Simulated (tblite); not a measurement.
Isomers of C6H8F3P. Level: GFN2-xTB in tblite, geometry and Hessian alike; calculated harmonic values, unscaled, isolated species. This tight-binding method is rough: wavenumbers can miss measured ones by several per cent, in bad cases by 10 to 20. One conformer each.

Electronic energies: GFN2-xTB at the same geometries; isomer energies are rough at this level and their order can be wrong.

```csv
SMILES,"electronic energy, lowest = 0 (kcal/mol)"
CC1=CP(C(F)(F)F)CC1,0.0
FC(F)(F)[C@@H]1CP1C1CC1,20.8
CC1=CP1CCC(F)(F)F,38.5
C=C[C@@H]1[C@H](C)P1C(F)(F)F,27.6
```

Problem. How do GFN2-xTB zero-point energies change the relative energies?

Solution. 
```json
{"SMILES": "CC1=CP(C(F)(F)F)CC1", "ZPE (kcal/mol)": "80.6", "of it from modes above 1550 cm⁻¹": "36.8", "electronic (kcal/mol)": "0.0", "with ZPE, lowest = 0 (kcal/mol)": "0.0", "lowest mode (cm⁻¹)": "32", "rings": "1"}
{"SMILES": "FC(F)(F)[C@@H]1CP1C1CC1", "ZPE (kcal/mol)": "80.4", "of it from modes above 1550 cm⁻¹": "35.0", "electronic (kcal/mol)": "20.8", "with ZPE, lowest = 0 (kcal/mol)": "20.7", "lowest mode (cm⁻¹)": "21", "rings": "2"}
{"SMILES": "C=C[C@@H]1[C@H](C)P1C(F)(F)F", "ZPE (kcal/mol)": "79.6", "of it from modes above 1550 cm⁻¹": "37.3", "electronic (kcal/mol)": "27.6", "with ZPE, lowest = 0 (kcal/mol)": "26.7", "lowest mode (cm⁻¹)": "15", "rings": "1"}
{"SMILES": "CC1=CP1CCC(F)(F)F", "ZPE (kcal/mol)": "79.1", "of it from modes above 1550 cm⁻¹": "37.0", "electronic (kcal/mol)": "38.5", "with ZPE, lowest = 0 (kcal/mol)": "37.0", "lowest mode (cm⁻¹)": "8", "rings": "1"}
```

The zero-point energies span 1.5 kcal/mol, from `CC1=CP1CCC(F)(F)F` to `CC1=CP(C(F)(F)F)CC1`. The order is unchanged.
